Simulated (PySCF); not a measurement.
C3H6BFO2, SMILES C[C@]1(F)OCB1O. Geometry: PBE0-D3(BJ)/def2-SVP. The structure was generated by enumeration; whether it is a known compound was not checked. One conformer was computed; it need not be the lowest.

Computed equilibrium geometry at PBE0-D3(BJ)/def2-SVP (PySCF confirms it by a frequency run) as a Z-matrix (one conformer of several):
```
C
F 1 1.3943
O 1 1.4062 2 109.61
C 3 1.4510 1 98.35 2 103.69
H 4 1.1035 3 111.42 1 126.28
H 4 1.1045 5 108.26 3 -123.41
C 1 1.5016 2 107.95 3 -122.49
H 7 1.0989 1 110.55 2 -178.09
H 7 1.0993 8 109.27 1 -122.20
H 7 1.1009 8 108.54 9 -118.36
B 4 1.5789 5 118.52 6 -137.26
O 11 1.3343 4 135.41 5 60.28
H 12 0.9642 11 113.88 4 -179.18
```
